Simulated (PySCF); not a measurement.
Species: C₅H₄FN.
Cartesian coordinates in Å at the PBE0-D3(BJ)/def2-SVP level; atoms count from 1:
```xyz
11
C5H4FN angstrom
N      2.9255    0.1004    0.2439
C      1.8277    0.1687   -0.1135
C      0.4260    0.2527   -0.5451
F      0.3953    0.5834   -1.8706
C     -0.4757    1.0616    0.3587
C     -1.1926   -0.0097    0.7254
C     -0.4507   -0.9814   -0.1602
H     -0.4714    2.1223    0.6145
H     -2.0118   -0.1523    1.4343
H     -1.0079   -1.3532   -1.0334
H      0.0722   -1.8177    0.3296
```

Level of theory: TDDFT wB97X-D/def2-SVPD, vertical, gas phase, core orbitals frozen in the response in PySCF 2.14.0, density-fitted response routines.

Transition dipole moments from the ground state, in atomic units and in the frame of the coordinates above (overall signs are arbitrary), for the states with f of 0.002 or more among the lowest 6:

```json
{"state": "S1", "E (hartree)": "0.2490", "μx": "-0.605", "μy": "-0.479", "μz": "0.217"}
{"state": "S2", "E (hartree)": "0.2574", "μx": "0.339", "μy": "0.354", "μz": "-0.140"}
{"state": "S3", "E (hartree)": "0.2758", "μx": "-0.185", "μy": "-0.069", "μz": "-0.051"}
{"state": "S4", "E (hartree)": "0.2796", "μx": "0.168", "μy": "0.294", "μz": "-0.098"}
{"state": "S6", "E (hartree)": "0.2931", "μx": "-0.113", "μy": "-0.081", "μz": "0.097"}
```

What oscillator strength does each state have?

f = (2/3) ΔE |μ|² with ΔE in hartree (27.2114 eV).

```
state  |μ|² (au)  |μ| (D)      f
   S1      0.642     2.04  0.107
   S2      0.260     1.30  0.045
   S3      0.042     0.52  0.008
   S4      0.124     0.90  0.023
   S6      0.029     0.43  0.006
```

What angle do the transition dipoles of S1 and S4 make?

|cos θ| = |μa·μb| / (|μa| |μb|) = 0.93, so θ ≈ 21° (taken between 0 and 90°, since the signs are arbitrary).

How is the summed strength of these states shared among x, y and z?

(2/3) Σ ΔE μα² gives 0.094 for x, 0.078 for y and 0.015 for z, 0.188 in all.

What peak molar absorption coefficient would the strongest computed level give as a lone Gaussian band 0.4 eV wide at half height?

ε(max) = 2.175×10⁸ f / FWHM, with the width in cm⁻¹. S1: 2.175×10⁸ × 0.1066 / 3226 ≈ 7200 L mol⁻¹ cm⁻¹.

Time: 19 s wall (grids of density and orbitals included); peak memory 0.79 GiB. Hardware: INTEL XEON PLATINUM 8581C at 2.30 GHz, one thread, no GPU, on a shared host.
